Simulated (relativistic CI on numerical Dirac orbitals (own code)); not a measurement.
# Slater and spin-orbit integrals, Ag35+

Calculated at this level of theory: Dirac-Coulomb-Breit CI, separate exchange-only KLI orbitals for each configuration, model QED, unscaled Slater integrals (own radial code, finite nucleus).

Slater integrals F^k, G^k are unscaled and averaged over j, outside the closed core [Ne]; ζ comes from projecting the Hamiltonian with its Breit term on Σ l·s of the shell.

- 3s 3p: G^1(3s,3p) = 400220, ζ(3p) = 238210 cm⁻¹; <r>(3s) = 0.3209, <r^2>(3s) = 0.1172, <r>(3p) = 0.3103, <r^2>(3p) = 0.111 (bohr units).
- 3p2: F^2(3p,3p) = 318310, ζ(3p) = 238100 cm⁻¹; <r>(3p) = 0.3106, <r^2>(3p) = 0.1113 (bohr units).
- 3s 3d: G^2(3s,3d) = 247410, ζ(3d) = 30487 cm⁻¹; <r>(3s) = 0.3212, <r^2>(3s) = 0.1174, <r>(3d) = 0.2735, <r^2>(3d) = 0.08617 (bohr units).

Averages of the first 10 configurations, taken without configuration mixing, which lowers the lowest level and can move excited configurations by several eV; other configurations of the list can lie among them:

```json
{"Configuration": "3s2", "Parity": "even", "States": "1", "Average energy above the lowest level (eV)": "3.7"}
{"Configuration": "3s 3p", "Parity": "odd", "States": "12", "Average energy above the lowest level (eV)": "109.1"}
{"Configuration": "3p2", "Parity": "even", "States": "15", "Average energy above the lowest level (eV)": "228.2"}
{"Configuration": "3s 3d", "Parity": "even", "States": "20", "Average energy above the lowest level (eV)": "245.5"}
{"Configuration": "3d2", "Parity": "even", "States": "45", "Average energy above the lowest level (eV)": "494.8"}
{"Configuration": "3p 3d", "Parity": "odd", "States": "60", "Average energy above the lowest level (eV)": "358.8"}
{"Configuration": "3p 4s", "Parity": "odd", "States": "12", "Average energy above the lowest level (eV)": "1174.0"}
{"Configuration": "3d 4s", "Parity": "even", "States": "20", "Average energy above the lowest level (eV)": "1303.0"}
{"Configuration": "3s 4s", "Parity": "even", "States": "4", "Average energy above the lowest level (eV)": "1059.9"}
{"Configuration": "3s 4p", "Parity": "odd", "States": "12", "Average energy above the lowest level (eV)": "1107.9"}
```
